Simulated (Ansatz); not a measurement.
Computed with Ansatz on PBE0-D4/def2-TZVP structures; ΔE is electronic, products minus reactants. CCSD(T)/CBS adds triple-zeta CCSD(T) − MP2 to the extrapolated MP2 energy (def2 sets, frozen cores). This one scheme is used for every species. DFT in def2-TZVPP. Elements past krypton have def2 core potentials. For Sb outer-core shells are correlated without core-valence functions, which leaves a few kJ/mol of doubt a bond.

Reaction (formal exchange of groups at the Sb–C bond): `[CH3][Sb]([CH3])[CH3]` + SiH₄ → `[CH3][Sb]([CH3])[SiH3]` + CH₄

```json
{"level": "BHLYP-D4", "ΔE (kJ/mol)": "-58.4"}
{"level": "HF/def2-TZVPP", "ΔE (kJ/mol)": "-48.5"}
```

(1) What does CCSD(T)/CBS give? (An estimate is asked.)

Largest T1 diagnostic among the species: 0.012.

## Answers

(1) Computed: -53.3 kJ/mol. The listed levels differ from it by -5.1, 4.8 kJ/mol.

The D4 term adds −3.3 kJ/mol with B3LYP and −2.0 kJ/mol with PBE0; it sums over pairs of atoms, weighted by their polarisabilities, and B3LYP, whose exchange is more repulsive, gets the larger term. At CCSD(T), def2-SVP lies −5.0 kJ/mol from the extrapolated value and def2-TZVPP +2.7 kJ/mol.

CCSD(T)/CBS has its own doubt, a few kJ/mol and more with outer-core shells, so smaller differences from it don't rank the levels.

B3LYP here is the variant with VWN-RPA as its local correlation; programs differ in this.
